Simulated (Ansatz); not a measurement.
Basis-set series for H4NO3Si, SMILES `[NH][Si](O)(O)O` radical. The species carries charge 0 and has multiplicity 2. The geometry is a stationary point of PBE0-D4/def2-TZVP. It is one conformer, not always the lowest.

```xyz
9

N     1.153   -0.170    1.268
Si   -0.005   -0.035   -0.026
O    -0.610    1.484   -0.029
O    -1.274   -1.040    0.182
O     0.775   -0.425   -1.402
H     1.682   -1.044    1.244
H    -0.043    2.174    0.318
H    -2.014   -0.689    0.681
H     0.335   -0.254   -2.236
```

| functional | basis | functions | energy (Eh) | HOMO (eV) | LUMO (eV) |
| --- | --- | --- | --- | --- | --- |
| PBE0-D4 | def2-TZVPP | 222 | -572.16530 | -8.15 | -3.34 |
| PBE0-D4 | def2-QZVPP | 418 | -572.19278 | -8.22 | -3.42 |
| ωB97M-V | def2-TZVPP | 222 | -572.48697 | -10.56 | -1.27 |
| ωB97M-V | def2-QZVPP | 418 | -572.51285 | -10.63 | -1.37 |

(1) Give the rows for def2-SVP. (An estimate is asked.)

Results:

(1) Computed: 
```tsv
functional	basis	functions	energy (Eh)	HOMO (eV)	LUMO (eV)
PBE0-D4	def2-SVP	94	-571.68783	-7.78	-3.00
ωB97M-V	def2-SVP	94	-572.00139	-10.16	-0.81
```

HOMO and LUMO are taken over both spins.
